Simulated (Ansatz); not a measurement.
Relaxation of GeH$_{5}$OS (8 atoms, charge 1, multiplicity 1), to a largest force component of 0.015 eV/Å in at most 40 steps.

The calculation used RKS PBE0/def2-SVP (Ansatz 0.2.0).

```xyz
8
Properties=species:S:1:pos:R:3
O -1.705 0.110 -0.308
Ge -0.201 0.808 0.001
S 1.240 -1.144 -0.268
H -2.236 0.148 -1.106
H 0.330 1.770 -1.026
H -0.164 1.045 1.480
H 2.186 -0.832 0.630
H 0.550 -1.905 0.596
```

**Question.** Where does it end, and by what steps?

**Answer.** It converged. Limits of this set-up: the dipole of an ion depends on the origin. After 6 steps the energy has fallen by 0.100 eV; H4 moved furthest, 0.10 Å.

```
step  energy less start (eV)  largest force component (eV/Å)  accepted
   0                  0.0000                           1.278       yes
   1                 -0.0575                           0.715       yes
   2                 -0.0761                           0.304       yes
   3                 -0.0803                           0.402       yes
   4                 -0.0991                           0.087       yes
   5                 -0.0993                           0.138       yes
   6                 -0.1003                           0.013       yes
```

```xyz
8
Properties=species:S:1:pos:R:3
O -1.776 0.067 -0.281
Ge -0.249 0.828 0.032
S 1.223 -1.126 -0.270
H -2.155 0.157 -1.166
H 0.316 1.749 -1.044
H -0.091 1.097 1.520
H 2.192 -0.829 0.634
H 0.541 -1.943 0.574
```

Whether the end is a true minimum wasn't checked by a vibrational analysis.

Time of the run: 30 s on 1 thread of Arm Neoverse V1, with other jobs on the host, peak memory 0.18 GiB.
